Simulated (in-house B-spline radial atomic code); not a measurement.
Results of a calculation; reference values are marked as such.
**Stopping of slow ions oscillates with Z: H to Ar at r_s = 2**

A nucleus sits in a uniform electron gas with a rigid positive background. The Kohn-Sham equations are solved self-consistently in the spin-unpolarised LDA (PW92), non-relativistic, on B-splines with outgoing waves at the boundary and partial waves to l = 8. The model has no lattice, no bands and no magnetic solution. Atomic units; δ_l are the phase shifts at the Fermi level, counted so that each bound state adds π, and good to about 0.0005.

The density parameter is r_s = 2 bohr, near that of the valence electrons of Si (4 per atom, density 2.33 g/cm³, mass 28.09 u, which gives r_s = 2.01). The friction coefficient Q = n k_F σ_tr gives dE/dx = Q v for slow ions. Some elements are left out of the table, so an extreme may lie at one of them.

```json
{"ion": "H", "δ0/π": "0.333", "δ1/π": "0.039", "δ2/π": "0.007", "δ3/π": "0.001", "σ_tr (bohr²)": "8.98", "Q (a.u.)": "0.2570"}
{"ion": "He", "δ0/π": "0.630", "δ1/π": "0.089", "δ2/π": "0.016", "δ3/π": "0.003", "σ_tr (bohr²)": "14.91", "Q (a.u.)": "0.4268"}
{"ion": "Li", "δ0/π": "0.848", "δ1/π": "0.169", "δ2/π": "0.022", "δ3/π": "0.004", "σ_tr (bohr²)": "15.31", "Q (a.u.)": "0.4384"}
{"ion": "Be", "δ0/π": "1.035", "δ1/π": "0.268", "δ2/π": "0.024", "δ3/π": "0.004", "σ_tr (bohr²)": "19.39", "Q (a.u.)": "0.5553"}
{"ion": "B", "δ0/π": "1.200", "δ1/π": "0.379", "δ2/π": "0.024", "δ3/π": "0.005", "σ_tr (bohr²)": "26.09", "Q (a.u.)": "0.7472"}
{"ion": "C", "δ0/π": "1.337", "δ1/π": "0.499", "δ2/π": "0.024", "δ3/π": "0.005", "σ_tr (bohr²)": "30.50", "Q (a.u.)": "0.8735"}
{"ion": "N", "δ0/π": "1.448", "δ1/π": "0.620", "δ2/π": "0.027", "δ3/π": "0.006", "σ_tr (bohr²)": "28.82", "Q (a.u.)": "0.8252"}
{"ion": "O", "δ0/π": "1.546", "δ1/π": "0.737", "δ2/π": "0.034", "δ3/π": "0.008", "σ_tr (bohr²)": "22.31", "Q (a.u.)": "0.6388"}
{"ion": "F", "δ0/π": "1.642", "δ1/π": "0.846", "δ2/π": "0.047", "δ3/π": "0.009", "σ_tr (bohr²)": "14.97", "Q (a.u.)": "0.4288"}
{"ion": "Ne", "δ0/π": "1.746", "δ1/π": "0.947", "δ2/π": "0.063", "δ3/π": "0.011", "σ_tr (bohr²)": "9.35", "Q (a.u.)": "0.2678"}
{"ion": "Mg", "δ0/π": "1.975", "δ1/π": "1.145", "δ2/π": "0.095", "δ3/π": "0.013", "σ_tr (bohr²)": "6.93", "Q (a.u.)": "0.1984"}
{"ion": "Al", "δ0/π": "2.089", "δ1/π": "1.249", "δ2/π": "0.109", "δ3/π": "0.013", "σ_tr (bohr²)": "11.77", "Q (a.u.)": "0.3370"}
{"ion": "Si", "δ0/π": "2.194", "δ1/π": "1.356", "δ2/π": "0.122", "δ3/π": "0.014", "σ_tr (bohr²)": "20.17", "Q (a.u.)": "0.5776"}
{"ion": "P", "δ0/π": "2.289", "δ1/π": "1.463", "δ2/π": "0.138", "δ3/π": "0.015", "σ_tr (bohr²)": "29.48", "Q (a.u.)": "0.8443"}
{"ion": "Cl", "δ0/π": "2.456", "δ1/π": "1.657", "δ2/π": "0.186", "δ3/π": "0.016", "σ_tr (bohr²)": "42.56", "Q (a.u.)": "1.2186"}
{"ion": "Ar", "δ0/π": "2.529", "δ1/π": "1.737", "δ2/π": "0.224", "δ3/π": "0.015", "σ_tr (bohr²)": "47.63", "Q (a.u.)": "1.3638"}
```

**Question.** Where are the largest and smallest frictions, and what do the phase shifts say there?

**Answer.** Largest: Ar, Q = 1.3638; smallest: Mg, Q = 0.1984, a ratio of 6.9. For the largest δ1/π = 1.74; it lies at the edge of the table, which can't show whether it is a peak. For the smallest the differences δ_l − δ_(l+1), measured from the nearest multiple of π, are 0.17π, 0.05π, 0.08π; σ_tr grows with the sines of these.

**Question.** At equal speed, Lindhard and Scharff's formula, with silicon as an example target, scales as Z^(7/6)/(Z^(2/3) + 14^(2/3))^(3/2). How does its rise from the first ion to the last compare?

**Answer.** It rises smoothly by 0.6456/0.0563 = 11.47, while Q changes by 1.364/0.257 = 5.31. The statistical formula averages over shells, so it can't show the oscillation.
